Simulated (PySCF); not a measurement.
## As⁺: excitation energy

As⁺ [Ar] 3d10 4s2 4p2 (3P) → As⁺ [Ar] 3d10 4s1 4p2 5s1 (5P), as a difference of total energies. Calculation: PySCF 2.14, in aug-cc-pVTZ-PP with ECP10MDF (6s5p4d2f, 55 functions); a scalar-relativistic core potential. Correlated levels: valence: 3s2 3p6 3d10 frozen. The calculations carry no spin-orbit coupling.

```tsv
method	excitation energy (eV)
UHF	15.801
MP2 (valence)	16.839
SCS-MP2 (valence)	17.216
CCSD (valence)	17.077
CCSD(T) (valence)	17.113
```

How much does correlation contribute at CCSD(T) (valence)?

17.113 − (15.801) = 1.312 eV, measured against UHF.

The promoted electron is Rydberg-like, and one or two diffuse shells describe it only roughly, which tends to raise the upper state.
